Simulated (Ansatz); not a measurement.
`CS[S][GeH3]` + `[NH2][GeH3]` → `[GeH3][NH][GeH3]` + `CSS` at 298.15 K and 1 bar (ligand exchange at a Ge–S bond).

Computed with Ansatz on PBE0-D4/def2-TZVP structures; ΔE is electronic, products minus reactants. CBS: MP2 limit from def2 TZ/QZ plus the TZ coupled-cluster correction, frozen cores. For Ge outer-core shells are correlated without core-valence functions, which leaves a few kJ/mol of doubt a bond. Scalar relativity is left out up to krypton. One conformer a species, not always the lowest.

| species | CCSD(T)/CBS energy (Eh) | H − E (kJ/mol) | S (J/(mol·K)) |
| --- | --- | --- | --- |
| `CS[S][GeH3]` | -2913.33841 | 189.8 | 364.5 |
| `[NH2][GeH3]` | -2133.81884 | 141.9 | 275.3 |
| `[GeH3][NH][GeH3]` | -4211.13400 | 183.9 | 351.8 |
| `CSS` | -836.00794 | 141.3 | 294.2 |

H − E and S are ideal-gas, rigid-rotor, harmonic terms from PBE0-D4/def2-TZVP, for one conformer and one mirror image of each species. 1 Eh = 2625.50 kJ/mol, R = 8.31446 J/(mol·K).

Task: By hand: ΔE, ΔH, ΔS and ΔG.

Result: ΔE = (-4211.13400) + (-836.00794) − (-2913.33841) − (-2133.81884) = 0.01531 Eh = 40.2 kJ/mol. Δ(H − E) = 183.9 + 141.3 − 189.8 − 141.9 = -6.5, so ΔH = 33.7 kJ/mol. ΔS = 351.8 + 294.2 − 364.5 − 275.3 = 6.2 J/(mol·K). ΔG = 33.7 − 298.15 × (6.2)/1000 = 31.9 kJ/mol.

Task: By hand: the equilibrium constant, and the temperature at which ΔG would vanish if ΔH and ΔS stayed fixed.

Result: log₁₀ K = −ΔG/(RT ln 10) = -5.6. ΔG = 0 at ΔH/ΔS = 5435 K, far beyond where these terms or the molecules hold.

The number of gas molecules stays the same, so ΔS is small and ΔH decides. A doubt of 5 kJ/mol in ΔE shifts log₁₀ K by 0.9 here. Other conformers and mirror images would add mixing entropy, several J/(mol·K) or more a flexible species. These are equilibria of isolated gas molecules and say nothing of rates. Largest T1 diagnostic: 0.012 (customary marks: 0.02 for closed shells, 0.045 for open ones).
